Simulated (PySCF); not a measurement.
Hg²⁺: excitation energy

Hg²⁺ [Xe] 4f14 5d10 (1S) → Hg²⁺ [Xe] 4f14 5d9 6p1 (high-spin determinant), as a difference of total energies. Computed with PySCF 2.14 in ANO-RCC-VTZP, with scalar relativity by spin-free X2C-1e. Correlated levels: valence and next inner shell: [Kr] 4d10 4f14 frozen. The calculations carry no spin-orbit coupling.

```tsv
method	excitation energy (eV)
UHF	14.042
MP2 (valence and next inner shell)	14.753
SCS-MP2 (valence and next inner shell)	14.736
CCSD (valence and next inner shell)	14.521
CCSD(T) (valence and next inner shell)	14.510
```

Problem. How much does correlation contribute at CCSD(T) (valence and next inner shell)?

Solution. 14.510 − (14.042) = 0.468 eV, measured against UHF.

A first-order spin-orbit estimate (lowest level to lowest level, LS coupling) adds -0.346 eV.

The basis was made for the ground configuration and has no added diffuse functions, so the excitation energy can come out too high.

The determinant of the upper state mixes LS terms, which raises its energy above the lowest term, most at the Hartree-Fock and MP2 levels.
